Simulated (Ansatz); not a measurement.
System: C₂H₃Si, charge 0, doublet. C2H3Si (SMILES [SiH2]C#C, doublet).
B3LYP-D3(BJ)/def2-TZVP minimum from Ansatz (an electronic-structure program):
```xyz
6

Si    -0.9705    -0.0822    -0.5111
C      0.6280     0.0688     0.3149
C      1.7225     0.2546     0.7965
H     -1.1146    -1.4037    -1.1623
H     -2.0843     0.2060     0.4203
H      2.6823     0.4074     1.2292
```
Charge 0, spin multiplicity 2.

Total energies in cc-pV(D+d)Z, 15 correlated electrons, 7 frozen orbitals. Radicals and triplets start from unrestricted determinants; spin-orbit coupling is neglected. Cores are frozen in correlated methods. No relativity. The UHF reference of C2H3Si (C#C[SiH2], doublet) is spin-contaminated (<S^2> up to 0.10 over the pure value in the sets run).

```tsv
method	program	energy (Eh)	minus CCSDT(Q) (mEh)
HF	Ansatz	-366.32563	378.93
MP2	Ansatz	-366.64964	54.92
CCSD	Ansatz	-366.68754	17.03
CCSD(T)	Ansatz	-366.70214	2.42
CCSDT(Q)	Ansatz	-366.70456	0.00
```

Rough core times of Ansatz's runs on a shared machine: CCSD(T) under 20 s, CCSDT(Q) 4 min.
